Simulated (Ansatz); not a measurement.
CH3AlF2, charge +1, doublet, at a GFN2-xTB geometry (such geometries of metal compounds can be far from the true shape) (a state made from the parent by changing its charge; the spin is typed, not shown lowest); MP2/STO-3G run with Ansatz (a program for electronic structure).

The Ansatz input:
Ansatz 0.2 input:
```yaml
crystal:
  periodic: [false, false, false]
  atoms:
    - {symbol: Al, position_ang: [0.16582743, 0.13326291, 0.00530415]}
    - {symbol: C, position_ang: [-1.49424149, -1.15936547, -0.06057599]}
    - {symbol: H, position_ang: [-1.15408154, -1.98388762, -0.70042866]}
    - {symbol: H, position_ang: [-2.28282133, -0.52474443, -0.48523813]}
    - {symbol: H, position_ang: [-1.63358931, -1.45251016, 0.98807008]}
    - {symbol: F, position_ang: [-0.15547099, 1.61363510, -0.57832043]}
    - {symbol: F, position_ang: [1.47549151, -0.59308873, 0.63299806]}
basis:
  gaussian:
    orbitals: STO-3G
total_charge: 1
magnetization: {spin_polarized: true, initial_magnetization: 1}
correlation: {method: mp2, electrons: outside_noble_gas}
accuracy: high
```

What the program printed (banner, timings and long lists left out):

```
Functional definition: HF
519 factors; integrals over basis functions are off by at most 3.8e-8 eV
mean field evaluation 1: about -12894.0367 eV, gradient 2.4e1 eV
mean field evaluation 2: about -12894.0780 eV, gradient 2.4e1 eV
mean field evaluation 4: about -12900.0709 eV, gradient 2.2e0 eV
mean field evaluation 8: about -12900.1647 eV, gradient 5.3e-4 eV
mean field evaluation 16: about -12897.7731 eV, gradient 2.5e0 eV
mean field -12900.16014203 eV, -474.0721411770 hartree, gradient 2.9e-8 eV, S^2 0.773219; 0 other end points of the search recorded, 0 dependent functions left out
8 core orbitals not correlated
reference -12900.16014203 eV, -474.0721411770 hartree; 12, 11 occupied and 7, 8 virtual orbitals, 519 factors
second order -3.17446071 eV of doubles, -0.00000000 eV of singles
Total energy: -12903.33460274 eV, -474.1888004565 hartree
```
